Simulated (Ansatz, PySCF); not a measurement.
C3H8As, SMILES [CH2][As](C)C, multiplicity 2. Atoms are numbered in the order given.

```xyz
12

C     -0.2333     1.6893    -0.3992
As    -0.0272     0.0035     0.4559
C      1.6293    -0.5895    -0.4377
C     -1.3238    -1.0368    -0.6076
H      0.6075     2.3906    -0.4421
H     -1.2333     2.1120    -0.5476
H      1.8484    -1.6256    -0.1391
H      2.4632     0.0484    -0.1086
H      1.5352    -0.5311    -1.5321
H     -2.3400    -0.6782    -0.3860
H     -1.1281    -0.9357    -1.6853
H     -1.2602    -2.0962    -0.3169
```
Charge 0, spin multiplicity 2.

Coordinates come from a r2SCAN-D4/def2-SVP optimisation. The isomer is the one that the SMILES or the coordinates give; other isomers of the formula were not compared.

Two levels are set side by side: PBE-D3(BJ)/def2-SVP (Ansatz, a program for electronic structure) and r2SCAN-D4/def2-SVP (Ansatz). Each level has its own optimised geometry; the coordinates shown are those of the second. Frequencies come from the Hessian of PySCF at each geometry. Differences are taken from unrounded values.

```
quantity                            r2SCAN-D4
----------------------------------  ---------
mean bond length (Å)                    1.331
bond C1–As2 (Å)                         1.902
bond As2–C3 (Å)                         1.973
bond As2–C4 (Å)                         1.973
bond C1–H5 (Å)                          1.096
bond C1–H6 (Å)                          1.096
bond C3–H7 (Å)                          1.100
bond C3–H8 (Å)                          1.100
bond C3–H9 (Å)                          1.100
bond C4–H10 (Å)                         1.100
bond C4–H11 (Å)                         1.100
bond C4–H12 (Å)                         1.100
highest harmonic wavenumber (cm⁻¹)       3250
mean harmonic wavenumber (cm⁻¹)          1409
zero-point energy (kcal/mol)            60.42
```

Question: What does PBE-D3(BJ) give, and how far is it from r2SCAN-D4? (An estimate is asked for; the answer gives what the named calculation found.)

Answer: 
```csv
quantity,PBE-D3(BJ),PBE-D3(BJ) minus r2SCAN-D4
mean bond length (Å),1.339,0.008
bond C1–As2 (Å),1.904,0.002
bond As2–C3 (Å),1.987,0.014
bond As2–C4 (Å),1.987,0.014
bond C1–H5 (Å),1.103,0.007
bond C1–H6 (Å),1.103,0.007
bond C3–H7 (Å),1.107,0.007
bond C3–H8 (Å),1.107,0.007
bond C3–H9 (Å),1.107,0.007
bond C4–H10 (Å),1.107,0.007
bond C4–H11 (Å),1.107,0.007
bond C4–H12 (Å),1.107,0.007
highest harmonic wavenumber (cm⁻¹),3180,-71
mean harmonic wavenumber (cm⁻¹),1373,-36
zero-point energy (kcal/mol),58.86,-1.55
```
